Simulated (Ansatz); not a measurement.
## Worked example: the enthalpy of C4H9Br + C2H5I → C4H9I + C2H5Br

Gas-phase species: C4H9Br (2-bromo-2-methylpropane) `CC(C)(C)Br`, singlet; C2H5I (iodoethane) `CCI`, singlet; C4H9I (tert-butyl iodide) `CC(C)(C)I`, singlet; C2H5Br `CCBr`, singlet. The partners trade Br for I; both sit on C, so the bond types are kept.

Shapes, held fixed at every level: PBE0-D4/def2-TZVP. Programs: Ansatz 0.2.0. The zero-point and thermal terms to 298 K, harmonic and unscaled (PBE0-D4/def2-TZVP), stand in the table.

At PBE0-D4/def2-TZVPP; 1 Eh = 2625.50 kJ/mol:

```
species   energy (Eh)  H(298 K) − E (kJ/mol)  tabulated ΔfH (kJ/mol)
 C4H9Br  -2731.587750                  340.2                  -132.4
  C2H5I   -376.880415                  185.8                    -7.1
  C4H9I   -455.448094                  339.4                   -72.1
 C2H5Br  -2653.018427                  186.9                   -63.1
```

Work out the reaction enthalpy at 298 K from the calculation and from the table of heats.


1. Electronic: (-455.448094) + (-2653.018427) − [(-2731.587750) + (-376.880415)] = 0.001644 Eh = +4.3 kJ/mol.
2. Zero-point and thermal: (339.4) + (186.9) − [(340.2) + (185.8)] = +0.3 kJ/mol.
3. Computed ΔH = +4.6 kJ/mol.
4. From the heats of formation (Active Thermochemical Tables, CRC Handbook of Chemistry and Physics): (-72.1) + (-63.1) − [(-132.4) + (-7.1)] = +4.3 kJ/mol.
5. Computed less tabulated: +0.3 kJ/mol. Tabulated heats carry uncertainties of their own.

For atoms past krypton def2 sets carry core potentials with scalar relativity. Relativity is left out for Br.
